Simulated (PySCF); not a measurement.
ClOSn, multiplicity 2. Atoms are numbered in the order given.

```xyz
3

Sn     0.3193    -0.4607     0.0000
O     -1.5699    -1.0922     0.0000
Cl    -0.2003     1.8690     0.0000
```
Charge 0, spin multiplicity 2.

Coordinates come from a B3LYP-D3(BJ)/def2-TZVP optimisation. The def2 effective core potentials stand for the cores of Sn; spin–orbit coupling is left out.

Computed with PySCF with PBE/def2-TZVPD.

Isolated molecule, no solvent.

```
Quantity                                                                                                         Value
---------------------------------------------------------------------------------------------  -----------------------
total energy                                                                                        -749.51677 hartree
point group                                                                                                         Cs
α spin, highest occupied and lowest empty level                                                     -7.12 and -3.59 eV
β spin, highest occupied and lowest empty level                                                     -6.91 and -6.03 eV
dipole moment                                                                                                   3.31 D
quadrupole, principal values (traceless, Buckingham form, about the centre of nuclear charge)    -7.84, 2.04, 5.81 D·Å
mean static polarisability                                                                        65.0 bohr³ (9.63 Å³)
polarisability, principal values                                                                47.1, 65.4, 82.4 bohr³
⟨S²⟩                                                                                           0.756 (pure state 0.75)
```
